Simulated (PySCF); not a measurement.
# Correlation energy of N⁺ (nitrogen, charge +1)

[He] 2s2 2p2, high-spin 3P determinant. Computed with PySCF 2.14 in pcseg-2 (4s3p2d1f, 30 functions), with the non-relativistic Hamiltonian (point nucleus). Frozen: 1s2; 4 electrons correlated.

MP2 pair energies summed by pair of shells (mhartree):

```csv
pair,energy,share (%)
2s-2p,-41.98,61.1
2s-2s,-19.30,28.1
2p-2p,-7.40,10.8
```

Total MP2 correlation energy: -68.68 mhartree.

Same-spin part -12.24 and opposite-spin part -56.44 mhartree; SCS-MP2 scales them by 1/3 and 6/5 to -71.81 mhartree.

```
  level  correlation energy (mhartree)
   CCSD                         -89.68
    (T)                          -1.52
CCSD(T)                         -91.20
```

Diagnostics: T1 = 0.0059, D1 = 0.0120, largest double amplitude 0.119.

Cost of the coupled-cluster step: 0.29 s of wall time on 1 thread of Neoverse-V1 (shared host), for 4 correlated electrons.

Iterations:

```
CC2 = 0
CCSD nocc = (np.int64(3), np.int64(1)), nmo = (29, 29)
frozen orbitals [[0], [0]]
max_cycle = 100
direct = 0
conv_tol = 1e-08
conv_tol_normt = 1e-06
diis_space = 8
diis_start_cycle = 0
Init t2, MP2 energy = -0.0686796922835877
Init E_corr(UCCSD) = -0.0686796922912151
cycle = 1  E_corr(UCCSD) = -0.082522781962057  dE = -0.0138430897  norm(t1,t2) = 0.0401157
cycle = 2  E_corr(UCCSD) = -0.08661326531103  dE = -0.00409048335  norm(t1,t2) = 0.0178716
cycle = 3  E_corr(UCCSD) = -0.0897304002912151  dE = -0.00311713498  norm(t1,t2) = 0.00895367
cycle = 4  E_corr(UCCSD) = -0.089664382333033  dE = 6.60179582e-05  norm(t1,t2) = 0.00103581
cycle = 5  E_corr(UCCSD) = -0.0896796874012785  dE = -1.53050682e-05  norm(t1,t2) = 0.000144662
cycle = 6  E_corr(UCCSD) = -0.0896756173360159  dE = 4.07006526e-06  norm(t1,t2) = 2.19911e-05
cycle = 7  E_corr(UCCSD) = -0.089677046225399  dE = -1.42888938e-06  norm(t1,t2) = 5.41335e-06
cycle = 8  E_corr(UCCSD) = -0.0896766657422222  dE = 3.80483177e-07  norm(t1,t2) = 1.53925e-06
cycle = 9  E_corr(UCCSD) = -0.0896766997125673  dE = -3.39703451e-08  norm(t1,t2) = 2.6696e-07
cycle = 10  E_corr(UCCSD) = -0.0896767026526833  dE = -2.94011601e-09  norm(t1,t2) = 3.75344e-08
UCCSD converged
E(UCCSD) = -53.97780931899788  E_corr = -0.08967670265268333
UCCSD(T) correction = -0.00152489449432671
```
